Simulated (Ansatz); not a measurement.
BH2(iPr) (C3H9B), relaxed as a singlet with RKS r2SCAN-D4/def2-SVP in Ansatz, starting from the GFN2-xTB geometry. Force threshold 0.02 eV/Å.

Start:

Cartesian coordinates in Å:
```
B -0.614 0.547 1.433
H -0.705 -0.183 2.343
H -1.125 1.597 1.481
C 0.259 0.149 0.186
C -0.112 0.856 -1.123
C 0.393 -1.359 -0.061
H 1.262 0.513 0.470
H -0.146 1.934 -0.985
H -1.090 0.525 -1.464
H 0.612 0.632 -1.906
H 1.106 -1.561 -0.859
H 0.729 -1.870 0.838
H -0.568 -1.778 -0.352
```

```tsv
step	energy (eV)	largest force component (eV/Å)	SCF passes
1	-3927.9184	1.220	24
2	-3927.9993	0.374	28
3	-3928.0104	0.295	28
4	-3928.0168	0.249	28
5	-3928.0215	0.062	28
6	-3928.0223	0.041	29
7	-3928.0224	0.014	29
```

Force components are those of the run's own axes.

End:

```xyz
13

B    -0.581    0.554    1.432
H    -0.614   -0.168    2.404
H    -1.037    1.673    1.521
C     0.179    0.114    0.153
C    -0.128    0.863   -1.146
C     0.388   -1.386   -0.067
H     1.149    0.531    0.558
H    -0.209    1.949   -0.984
H    -1.087    0.521   -1.569
H     0.645    0.688   -1.914
H     1.166   -1.586   -0.823
H     0.673   -1.901    0.863
H    -0.543   -1.853   -0.430
```

By distances, no bond broke or formed. The bond that changes most is B1–H3, from 1.17 to 1.21 Å (atoms count from 1).

No frequencies were taken in this run, so the end may be a saddle point.

It took 12 s on 4 threads of Arm Neoverse V1 on a shared host.
